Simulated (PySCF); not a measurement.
Isomers C₈H₈NP:

A. `p1cc(C)c(C#N)c(C)c1`
B. `P(C#CC)C1=CC=CN=C1`
C. `C#Cc1ncc(C)c(C)p1`

Spectrum 1. $^{1}$H NMR (300 MHz, computed): δ 8.94 (m, 1H), 3.44 (s, 1H), 2.72 (m, 3H), 2.40 (s, 3H). $^{13}$C{$^{1}$H} NMR (computed): δ 189.7 (C), 182.2 (C), 154.3 (CH), 135.3 (C), 93.9 (CH), 90.2 (C), 26.9 (CH3), 21.2 (CH3).

Spectrum 2. $^{1}$H NMR (300 MHz, computed): δ 8.91 (m, 1H), 8.78 (d, 1H), 8.23 (m, 1H), 7.41 (m, 1H), 5.41 (m, 1H), 2.14 (s, 3H). $^{13}$C{$^{1}$H} NMR (computed): δ 155.8 (CH), 154.2 (CH), 145.6 (CH), 139.9 (C), 128.3 (CH), 109.2 (C), 79.8 (C), 6.1 (CH3).

Spectrum 3. $^{1}$H NMR (300 MHz, computed): δ 8.98 (m, 2H), 2.85 (s, 6H). $^{13}$C{$^{1}$H} NMR (computed): δ 161.7 (CH), 153.5 (C), 123.4 (C), 117.8 (C), 28.7 (CH3).

Rapidly exchanging positions averaged, non-relativistic, gas phase, single conformer. GIAO PBE0/pcSseg-1 shieldings; structure optimised with GFN2-xTB; PySCF 2.14.

Scale: $^{1}$H (31.72 ppm), $^{13}$C (186.93 ppm) against TMS (reference shieldings calculated alike). Splittings of carbon signals by F and P are missing where no couplings were computed. Where no couplings were computed, multiplicities follow the n + 1 count of equivalent neighbours, and m marks all less simple cases (inequivalent or close neighbours, rings, F or P nearby). Shifts are as computed. Against solution values, carbons near 30 ppm lie about +3 ppm off and those near 130 ppm about +5 ppm. Of 1211 compounds with measured shifts, 218 miss one by over three times the rms of a fit or turn the order of signals round; such compounds aren't used in these exercises.

Problem. Which spectrum belongs to which compound?

Solution. 1–C, 2–B, 3–A.

- Spectrum 1 (C): 8 $^{13}$C signals; δC 154.3 is an aromatic CH next to a ring nitrogen; δC 93.9 is a terminal alkyne carbon.
- Spectrum 2 (B): 8 $^{13}$C signals; δC 155.8 is an aromatic CH next to a ring nitrogen; δC 154.2 is an aromatic CH next to a ring nitrogen.
- Spectrum 3 (A): 5 $^{13}$C signals; δC 123.4 is a nitrile carbon; δC 28.7 is a methyl carbon on an aromatic ring.
